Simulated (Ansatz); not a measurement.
The same path of ClH + FGeH3O (8 atoms, charge 0, multiplicity 1) was run twice with different band settings. Lost on the way: Ge1–F2, Cl7–H8. Made: Ge1–Cl7, F2–H8.

Theory: Ansatz, RKS PBE/def2-SVP.

Relaxed end points:

```xyz
8
Properties=species:S:1:pos:R:3
Ge -0.121 0.235 -0.121
F 0.200 0.167 1.650
H 1.291 0.212 -0.753
H -0.992 1.481 -0.360
O -1.124 -1.180 -0.490
H -0.677 -1.993 -0.164
Cl 0.845 -2.785 1.602
H 0.596 -1.530 1.937
```

```xyz
8
Properties=species:S:1:pos:R:3
Ge 0.279 -0.345 -0.289
F -0.587 -0.240 2.730
H 1.092 -0.309 -1.609
H -0.011 0.999 0.391
O -1.287 -1.165 -0.514
H -1.184 -1.991 -1.024
Cl 1.559 -1.552 1.071
H 0.158 -0.791 2.545
```

Common settings: spring 5.0 eV/Å²; optimiser quadratic models (default); start path through a guess of the saddle point; force threshold 0.03 eV/Å; iteration limit 60; end points relaxed.

| run | movable images | climbing image |
| --- | --- | --- |
| 1 | 7 | yes |
| 2 | 3 | no |

(1) What does each run give, and how far can it be trusted?

Answers

(1) Run 1: converged after 29 iterations, highest image 0.757 eV above the first end. Beside the main top the profile has a ripple of under 15 meV (maxima at images 4, 7), which may be a very shallow well or noise. A vibrational analysis at the climbing image gives one clearly imaginary mode, 220i cm⁻¹: a first-order saddle point.
Run 2: converged after 44 iterations, highest image 0.268 eV above the first end. No image climbed, so the highest image needn't sit at the top of the path. A band with more images between the same ends climbed to 0.76 eV, so this one has probably stepped over the top. So few images can step over the top or miss a turn of the path.
The orbitals stay closed-shell, which can raise the energy where a bond breaks towards radicals; this wasn't checked here.
